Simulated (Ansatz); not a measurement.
Consider the silylene formation by 1,1-elimination: `O[SiH](P)S` → `O[SiH]` + `PS`.

Program: Ansatz. Geometries: PBE0-D4/def2-TZVP. ΔE: electronic, gas phase. CCSD(T)/CBS adds triple-zeta CCSD(T) − MP2 to the extrapolated MP2 energy (def2 sets, frozen cores). This one scheme is used for every species. DFT in def2-TZVPP. One conformer a species, not always the lowest.

`O[SiH](P)S`:

Cartesian coordinates in Å:
```
O 0.305 -0.425 -1.734
Si 0.198 -0.275 -0.100
P -0.349 1.830 0.472
S -1.369 -1.446 0.759
H -0.500 -0.295 -2.239
H 1.515 -0.743 0.387
H 0.922 2.333 0.086
H 0.029 1.642 1.828
H -0.752 -2.621 0.540
```

`O[SiH]`:

Z-matrix (Å, degrees):
```
O
Si 1 1.657
H 1 0.961 2 114.2
H 2 1.532 1 94.4 3 180.0
```

`PS`:

Z-matrix (Å, degrees):
```
P
S 1 2.116
H 1 1.419 2 97.5
H 1 1.419 2 97.4 3 -94.1
H 2 1.342 1 94.4 3 -132.7
```

| level | ΔE (kcal/mol) | difference from CCSD(T)/CBS |
| --- | --- | --- |
| LDA (SPW92) | 70.9 | 5.7 |
| r2SCANh-D4 | 70.2 | 5.0 |
| CAM-B3LYP-D4 | 64.3 | -0.9 |
| ωB97X-V | 66.7 | 1.5 |
| ωB97M-V | 62.9 | -2.3 |
| BLYP | 53.9 | -11.3 |
| CAM-B3LYP | 61.8 | -3.4 |
| CCSD/def2-SVP | 59.9 | -5.3 |
| HF/def2-QZVPP | 59.9 | -5.3 |
| SCS-MP2/def2-QZVPP | 65.2 | 0.0 |
| CCSD(T)/CBS | 65.2 | 0 |

Largest T1 diagnostic among the species: 0.016.

In def2-TZVPP, CCSD(T) changes the Hartree–Fock value by +3.4 kcal/mol (the triples alone add +0.9 kcal/mol) and MP2 by +8.0 kcal/mol. From BLYP to BHLYP (50 % exact exchange), in def2-TZVPP and without D4, ΔE moves by +8.6 kcal/mol. The D4 term adds +4.3 kcal/mol with B3LYP and +2.3 kcal/mol with PBE0; it sums over pairs of atoms, weighted by their polarisabilities, and B3LYP, whose exchange is more repulsive, gets the larger term.

B3LYP here is the variant with VWN-RPA as its local correlation; programs differ in this.
